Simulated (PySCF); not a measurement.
## TlZn: frontier orbitals

PBE0 at R = 2.900 Å; PySCF, scalar-relativistic core potentials, basis sets Tl def2-SVP with ECP60, Zn def2-SVP. State: ⁴Π (quartet), unpaired electrons σ ↑↑, π ↑, a second solution, started from another occupation. Only the outer orbitals are listed, counted within each symmetry, core potentials removing the inner ones.

```tsv
spin	orbital	occ.	ε (eV)	on Tl (%)	main shells (%)
α	10σ	1	-11.07	82	81 Tl s, 15 Zn s
α	11σ	1	-8.00	22	77 Zn s, 15 Tl s
α	12σ	1	-3.88	58	58 Tl p, 34 Zn p, 8 Zn s
α	6π	1	-3.57	83	82 Tl p, 17 Zn p
α	6π	0	-2.11	81	81 Tl p, 19 Zn p
α	7π	0	0.21	21	79 Zn p, 18 Tl p
α	7π	0	0.48	23	77 Zn p, 20 Tl p
β	10σ	1	-9.71	90	88 Tl s
β	11σ	0	-4.58	19	81 Zn s, 10 Tl p, 9 Tl s
β	6π	0	-1.42	90	89 Tl p, 10 Zn p
β	6π	0	-0.98	88	88 Tl p, 12 Zn p
```

Which are the highest filled and the lowest empty level, where do they sit, and how wide is the gap?

Highest filled α 6π at -3.57 eV (in %: 82 Tl p, 17 Zn p); lowest empty β 11σ at -4.58 eV (in %: 81 Zn s, 10 Tl p, 9 Tl s); the gap at PBE0 is -1.01 eV.

```
bond order (Mayer)                               : 0.89
⟨S²⟩                                             : 3.754
charge on Tl (Mulliken, basis-dependent)         : -0.37
charge on Tl (Löwdin, basis-dependent)           : -0.36
dipole moment (positive dipole means Tl(−)Zn(+)) : 3.23 D
```

Spin–orbit coupling is left out, which matters for elements this heavy, above all for dissociation energies. Counting both spins, an empty level lies below a filled one in this solution, because spin and occupation are held.
